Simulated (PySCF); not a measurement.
Level of theory: PySCF with PBE0-D4/def2-TZVP // PBE0-D4/def2-SVP. Isolated molecules, 0 K electronic values unless said otherwise. One relaxed conformer stands for a flexible species; it need not be the lowest. Delta-SCF ions had no search for a lower state. 

Reference species (SMILES): `[NH2][GeH2][GeH2][CH]=O` (neutral, multiplicity 1).

```json
{
  "HOMO–LUMO gap": "5.36 eV",
  "HOMO": "-6.92 eV",
  "vertical ionisation energy (Delta-SCF)": "8.82 eV"
}
```

Changed species: `[NH2][GeH2][GeH2][GeH2][GeH2][GeH2][CH]=O` (n = 5; the reference has n = 2).

Question: Predict the effect on the HOMO–LUMO gap, HOMO and vertical ionisation energy (Delta-SCF).

Answer: the HOMO–LUMO gap decreases by 0.39 eV, to 4.97 eV; the HOMO rises by 0.25 eV, to -6.67 eV; the vertical ionisation energy (Delta-SCF) falls by 0.82 eV, to 8.00 eV.
